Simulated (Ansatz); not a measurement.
FH₃O₂SeSi, SMILES `O[Si](O)(F)[SeH]`, relaxed with RKS PBE0-D4/def2-TZVP in Ansatz 0.2.0 from a PBE-D4/def2-SVP geometry. The force threshold is 0.005 eV/Å; the program also tests the step.

Charge 0, multiplicity 1.

Start:

```xyz
8

O     1.031   -0.300    1.215
Si   -0.128   -0.121    0.036
O    -1.586   -0.176    0.816
F     0.009   -1.343   -1.044
Se    0.040    1.801   -1.172
H     1.952   -0.187    0.920
H    -1.562   -0.690    1.646
H     0.244    1.016   -2.417
```

```csv
step,energy (eV),largest force (eV/Å),largest move (Å)
1,-80078.1790,1.127,0.000
2,-80078.2441,0.701,0.025
3,-80078.2693,0.086,0.028
4,-80078.2707,0.065,0.016
5,-80078.2721,0.060,0.008
6,-80078.2733,0.049,0.015
7,-80078.2736,0.013,0.011
8,-80078.2737,0.005,0.001
9,-80078.2737,0.008,0.003
10,-80078.2737,0.024,0.012
11,-80078.2738,0.056,0.038
12,-80078.2739,0.037,0.006
13,-80078.2739,0.021,0.023
14,-80078.2740,0.022,0.013
15 (rejected),-80078.2739,0.042,0.033
16,-80078.2741,0.016,0.016
17,-80078.2742,0.025,0.032
18,-80078.2743,0.023,0.011
19,-80078.2744,0.017,0.029
20,-80078.2744,0.023,0.025
21,-80078.2744,0.019,0.006
22,-80078.2744,0.009,0.005
23,-80078.2744,0.003,0.002
```

End:

```xyz
8

O     1.018   -0.321    1.134
Si   -0.158   -0.162    0.019
O    -1.562   -0.235    0.821
F    -0.038   -1.343   -1.038
Se   -0.081    1.759   -1.167
H     1.923   -0.144    0.871
H    -1.538   -0.605    1.706
H     0.436    1.051   -2.345
```

Hardware: 4 threads of an Arm Neoverse V1 on a shared host. Wall time 92 s, peak host memory 0.57 GiB.
